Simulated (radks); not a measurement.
Results of a calculation; reference values are marked as such.
Problem. Valence configurations of Tc2+ (all share [Kr]). Code: a radial shooting solver on a logarithmic mesh with Libxc functionals. Model: scalar-relativistic Kohn-Sham, SCAN, spin-unpolarised, spherical densities, finite nucleus; meta-GGA in the generalised Kohn-Sham scheme; Fermi nuclear charge, rms radius 4.4112 fm. Order these by energy: 4d4.5 5s0.5; 4d3 5p2; 4d5; 4d4.5 5p0.5; 4d2 5p3; 4d3 5s1 5p1; 4d4 5p1; 4d4 5s1.

Solution. From the lowest, in eV above it: 4d5 0.000; 4d4.5 5s0.5 2.435; 4d4.5 5p0.5 5.187; 4d4 5s1 5.234; 4d4 5p1 10.946; 4d3 5s1 5p1 18.092; 4d3 5p2 24.270; 4d2 5p3 40.126. NIST lists [Kr] 4d5 as the ground configuration; this level of theory agrees among the configurations tried. The energies are those of spherical spin-averaged densities, not of single terms. No valid solution was reached for [Kr] 4d3 5s2.
